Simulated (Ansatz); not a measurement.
C3H6O, SMILES `C1COC1` (charge 0, multiplicity 1).

These are Ansatz (a program for electronic structure) with frozen-core CCSD(T)/6-31g // B3LYP-D3(BJ)/def2-TZVP values and carry that method's errors.

Ansatz 0.2 input:
```yaml
crystal:
  periodic: [false, false, false]
  atoms:
    - { symbol: C, position_ang: [-0.569142, -0.489427, -0.269707] }
    - { symbol: C, position_ang: [0.874128, -0.60374, 0.250326] }
    - { symbol: O, position_ang: [0.958234, 0.824922, 0.459448] }
    - { symbol: C, position_ang: [-0.391973, 1.018408, -0.021573] }
    - { symbol: H, position_ang: [-1.323999, -0.975593, 0.344839] }
    - { symbol: H, position_ang: [-0.712959, -0.775946, -1.309391] }
    - { symbol: H, position_ang: [1.61524, -0.948966, -0.475085] }
    - { symbol: H, position_ang: [1.001314, -1.155951, 1.184858] }
    - { symbol: H, position_ang: [-0.415577, 1.652949, -0.91121] }
    - { symbol: H, position_ang: [-1.035266, 1.453346, 0.747495] }
basis:
  gaussian: { orbitals: "6-31g" }
correlation:
  method: ccsd_t
```

Output:

```
Functional definition: HF
648 factors; integrals over basis functions are off by at most 1.8e-4 eV
mean field evaluation 1: about -5217.8537 eV, gradient 2.6e1 eV
mean field evaluation 2: about -5217.8526 eV, gradient 2.6e1 eV
mean field evaluation 4: about -5219.5568 eV, gradient 3.0e0 eV
mean field evaluation 8: about -5219.5816 eV, gradient 9.1e-5 eV
mean field evaluation 16: about -5219.5839 eV, gradient 1.5e-1 eV
mean field -5219.58163597 eV, -191.8160871622 hartree, gradient 5.2e-6 eV, S^2 0.000000; 0 other end points of the search recorded, 0 dependent functions left out
4 core orbitals not correlated
reference -5219.58163597 eV, -191.8160871622 hartree; 12, 12 occupied and 32, 32 virtual orbitals, 648 factors
second order -10.51929727 eV of doubles, -0.00000000 eV of singles
cycle   1  -11.07015428 eV  change   -5.5e-1 eV  update   7.8e-2
cycle   2  -11.44967846 eV  change   -3.8e-1 eV  update   2.6e-2
cycle   3  -11.54033018 eV  change   -9.1e-2 eV  update   1.1e-2
cycle   4  -11.54396242 eV  change   -3.6e-3 eV  update   2.7e-3
cycle   5  -11.54542159 eV  change   -1.5e-3 eV  update   9.5e-4
cycle   6  -11.54534325 eV  change    7.8e-5 eV  update   2.8e-4
cycle   7  -11.54514260 eV  change    2.0e-4 eV  update   9.4e-5
cycle   8  -11.54512713 eV  change    1.5e-5 eV  update   3.4e-5
cycle   9  -11.54512922 eV  change   -2.1e-6 eV  update   8.8e-6
perturbative correction -0.26790133 eV, -0.0098451923 hartree
Total energy: -5231.39466651 eV, -192.2502080277 hartree
```
